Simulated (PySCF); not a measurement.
# Electron correlation in Ne (neon, neutral)

[Ne], closed-shell 1S. Computed with PySCF 2.14 in jorge-DZP-DKH, with the spin-free X2C one-electron Hamiltonian (Gaussian nucleus). Frozen: 1s2; 8 electrons correlated.

MP2 pair energies summed by pair of shells (mhartree):

```tsv
pair	energy	share (%)
2p-2p	-128.86	74.3
2s-2p	-37.03	21.4
2s-2s	-7.51	4.3
```

Total MP2 correlation energy: -173.39 mhartree.

Same-spin part -47.61 and opposite-spin part -125.79 mhartree; SCS-MP2 scales them by 1/3 and 6/5 to -166.81 mhartree.

```json
{"level": "CCSD", "correlation energy (mhartree)": "-176.59"}
{"level": "(T)", "correlation energy (mhartree)": "-2.24"}
{"level": "CCSD(T)", "correlation energy (mhartree)": "-178.83"}
```

Diagnostics: T1 = 0.0052, D1 = 0.0085, largest double amplitude 0.043.

Cost of the coupled-cluster step: 0.04 s of wall time on 1 thread of Neoverse-V2 (shared host), for 8 correlated electrons.
